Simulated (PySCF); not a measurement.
H₃O₃Si, SMILES O[Si](O)O, multiplicity 2.

Coordinates come from a PBE0-D3(BJ)/def2-SVP optimisation. The isomer is the one that the SMILES or the coordinates give; other isomers of the formula were not compared. The values are those of a single conformer.

Computed with PySCF with PBE0-D3(BJ)/def2-SVP.

Frequencies are harmonic and unscaled.

Modes within 1.5 cm⁻¹ of each other (mostly degenerate sets) share a row, with their intensities summed.

Question: Estimate the vibrational spectrum. (Estimate from the structure and the level; the computed values follow.)

Answer: 
| mode | ν (cm⁻¹) | IR (km/mol) | moving atoms (share of kinetic energy) |
|---|---|---|---|
| 1–2 | 145 | 119.2 | H 81 %, O 14 % |
| 3 | 255 | 210.8 | H 94 % |
| 4–5 | 308 | 17.2 | O 69 %, H 23 %, Si 9 % |
| 6 | 392 | 55.6 | O 55 %, Si 41 % |
| 7–8 | 779 | 462.0 | H 74 %, O 25 % |
| 9 | 788 | 0.2 | O 46 %, H 45 %, Si 9 % |
| 10 | 812 | 133.5 | H 48 %, O 39 %, Si 13 % |
| 11–12 | 946 | 260.1 | Si 45 %, O 42 %, H 14 % |
| 13–14 | 3924 | 335.5 | H 94 % |
| 15 | 3926 | 3.7 | H 94 % |
